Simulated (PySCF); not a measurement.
ammonia borane (BH6N), SMILES [NH3+][BH3-].

Geometry optimised at PBE-D3(BJ)/def2-TZVP.

All values below come from PySCF with PBE0/def2-TZVPD.

```json
{
  "total_energy": "-83.13592 hartree",
  "point_group": "C3v",
  "highest_occupied_level": "-7.79 eV",
  "lowest_empty_level": "-0.56 eV",
  "orbital_gap": "7.23 eV",
  "dipole_moment": "5.33 D",
  "quadrupole, principal values (traceless, Buckingham form, about the centre of nuclear charge)": "-0.32, 0.16, 0.16 D·Å",
  "mean_static_polarisability": "32.4 bohr³ (4.80 Å³)",
  "polarisability_principal_values": "31.7, 31.7, 33.7 bohr³"
}
```
